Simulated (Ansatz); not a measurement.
`[NH2][AlH2]` + `O[Si](O)(O)O` → `O[Si](O)(O)[O][AlH2]` + NH₃  (ligand exchange at the Al–N bond)

Isolated molecules relaxed with PBE0-D4/def2-TZVP in Ansatz; ΔE leaves out vibrations. CBS: MP2 limit from def2 TZ/QZ plus the TZ coupled-cluster correction, frozen cores. This one scheme is used for every species. One conformer a species, not always the lowest.

`[NH2][AlH2]`:

Cartesian coordinates in Å:
```
N 0.930 -0.039 0.112
Al -0.822 0.035 -0.099
H 1.468 -0.889 0.174
H 1.536 0.762 0.188
H -1.614 -1.332 -0.199
H -1.498 1.464 -0.176
```

`O[Si](O)(O)O`:

Cartesian coordinates in Å:
```
O 0.851 -0.193 1.378
Si 0.000 0.000 0.000
O -0.809 -1.396 -0.240
O 0.880 0.259 -1.349
O -0.922 1.329 0.211
H 1.221 -1.062 1.536
H -1.126 -1.560 -1.129
H 1.186 1.155 -1.495
H -1.281 1.467 1.088
```

`O[Si](O)(O)[O][AlH2]`:

Z-matrix (Å, degrees):
```
Si
O 1 1.633
O 1 1.637 2 113.9
O 1 1.632 2 108.0 3 -116.6
O 1 1.610 2 105.4 3 120.7
H 2 0.958 1 116.4 3 70.1
H 3 0.958 1 116.9 2 78.8
H 4 0.958 1 116.1 2 150.0
Al 5 1.690 1 152.3 2 49.4
H 9 1.579 5 119.5 1 24.9
H 9 1.579 5 116.4 1 -156.6
```

NH₃:

Z-matrix (Å, degrees):
```
N
H 1 1.013
H 1 1.013 2 107.1
H 1 1.013 2 107.1 3 -114.5
```

```csv
species,CCSD(T)/CBS(def2) energy (Eh)
`[NH2][AlH2]`,-299.14566
`O[Si](O)(O)O`,-592.41321
`O[Si](O)(O)[O][AlH2]`,-835.07449
NH₃,-56.50880
```

Q: Work out ΔE.

A: ΔE = (-835.07449) + (-56.50880) − (-299.14566) − (-592.41321) = -0.02442 Eh = -0.66 eV.

Q: What do rigid-rotor, harmonic-oscillator terms from PBE0-D4/def2-TZVP frequencies (298.15 K, 1 bar) make of the CCSD(T)/CBS value? (Best estimate.)

A: Ansatz gave: ΔZPE = -0.01 eV, ΔH = -0.64 eV, ΔS = 19 J/(mol·K), ΔG = -0.69 eV. Modes under 50 cm⁻¹ make the entropy rough.

Largest T1 diagnostic among the species: 0.012.

The D4 term adds −0.04 eV with B3LYP and −0.03 eV with PBE0; it sums over pairs of atoms, weighted by their polarisabilities, and B3LYP, whose exchange is more repulsive, gets the larger term. From BLYP to BHLYP (50 % exact exchange), in def2-TZVPP and without D4, ΔE moves by −0.07 eV. Leaving LDA and LC-ωPBE aside and taking each functional with its dispersion term where it has one, the values, not all of them listed here, spread over 0.15 eV, from BHLYP-D4 to PBE-D4. LDA lies +0.05 eV from PBE without D4.

B3LYP here is the variant with VWN-RPA as its local correlation; programs differ in this.
